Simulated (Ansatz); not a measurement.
Mulliken charges of `[CH3][Al]([CH3])[Cl]` from PBE/def2-TZVPP in Ansatz (PBE0-D4/def2-TZVP geometry).

| atom | x (Å) | y (Å) | z (Å) | charge (e) |
| --- | --- | --- | --- | --- |
| C1 | -0.518 | 1.358 | -0.989 | -0.432 |
| Al2 | -0.252 | -0.447 | -0.322 | 0.518 |
| C3 | 0.742 | -0.932 | 1.274 | -0.430 |
| Cl4 | -1.112 | -2.038 | -1.415 | -0.260 |
| H5 | -1.121 | 1.384 | -1.898 | 0.108 |
| H6 | -1.010 | 1.981 | -0.235 | 0.098 |
| H7 | 0.444 | 1.836 | -1.206 | 0.098 |
| H8 | 0.102 | -1.471 | 1.979 | 0.100 |
| H9 | 1.159 | -0.063 | 1.789 | 0.099 |
| H10 | 1.567 | -1.607 | 1.025 | 0.100 |

Problem. By hand: the dipole of these point charges (1 e Å = 4.8032 D).

Solution. Σ q r = (0.168, 0.322, 0.212) e Å, of length 0.421 e Å = 2.02 D.

Problem. How does the dipole of the full density compare? (Estimate.)

Solution. The calculation gave: (0.170, 0.313, 0.215) e Å, 2.00 D; the point charges give 1.01 times that, at 1° from its direction.

Point charges leave out the atoms' own dipoles, such as those of lone pairs, and Mulliken's split depends on the basis, so the close match here is no proof of good charges.
